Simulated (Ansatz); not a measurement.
System: CaCl (charge 0, doublet). SMILES: [Cl][Ca]
Structure (B3LYP-D3(BJ)/def2-TZVP (Ansatz, an electronic-structure program) minimum search):
```
Ca
Cl 1 2.4444
```
Charge 0, spin multiplicity 2.

Parts of the frozen-core correlation energy in def2-SVP (Ansatz, hartree). Frozen orbitals: 14; correlated occupied orbitals by spin: 5 and 4; virtual: 23 and 24. UHF or UKS for open shells. Spin-orbit coupling is left out. Non-relativistic.

```json
[
 {"term": "reference (HF)", "value": "-1136.11372"},
 {"term": "MP2 opposite-spin", "value": "-0.10224"},
 {"term": "MP2 same-spin", "value": "-0.03807"},
 {"term": "CCSD correlation", "value": "-0.15264"},
 {"term": "(T)", "value": "-0.00256"},
 {"term": "CCSDT minus CCSD(T)", "value": "-0.00027"},
 {"term": "CCSDT(Q) minus CCSD(T)", "value": "-0.00053"},
 {"term": "T1 diagnostic", "value": "0.011"},
 {"term": "largest doubles amplitude", "value": "0.037"},
 {"term": "<S^2> of the reference", "value": "0.750"}
]
```
